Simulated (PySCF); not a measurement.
Question: Write Cartesian coordinates for `C1C(CO1)C(Cl)Cl` as optimised with GFN2-xTB.

Answer: 
```
atom  x, y, z in Å
Cl1    2.7431   -0.1841   -0.2235
C2     1.2307    0.7251    0.0057
Cl3    1.3093    2.2530   -0.9042
C4     0.0549   -0.0973   -0.4660
C5    -1.3235    0.4392   -0.0505
O6    -1.5481   -0.6863    0.7982
C7    -0.3078   -1.2903    0.4317
H8     1.1613    0.9806    1.0654
H9     0.1608   -0.3307   -1.5251
H10   -2.0597    0.4959   -0.8559
H11   -1.3149    1.3799    0.5061
H12    0.3448   -1.4474    1.2945
H13   -0.4552   -2.2368   -0.0941
```

Any rigid rotation of these coordinates is as good. Atoms count from 1 in this order. The 4-membered ring C4–C5–O6–C7 has internal angles of 84.3° to 92.5°; it is almost planar, 0.01 Å rms from its mean plane, widest ring torsion 2°. The C–C distances run from 1.510 Å (C2–C4, drawn single) to 1.536 Å (C4–C7, drawn single), a spread of 0.026 Å.

Bonds between heavy atoms (Å): Cl1–C2 1.779, C2–Cl3 1.780, C2–C4 1.510, C4–C5 1.536, C5–O6 1.427, O6–C7 1.427, C4–C7 1.536.

Structure optimised with GFN2-xTB, isolated species.

Point group: Cs (tolerance 0.08 Å). GFN2-xTB frequencies: not computed here. One conformer, not necessarily the lowest (Cl1–C2–C4–C5 167°).
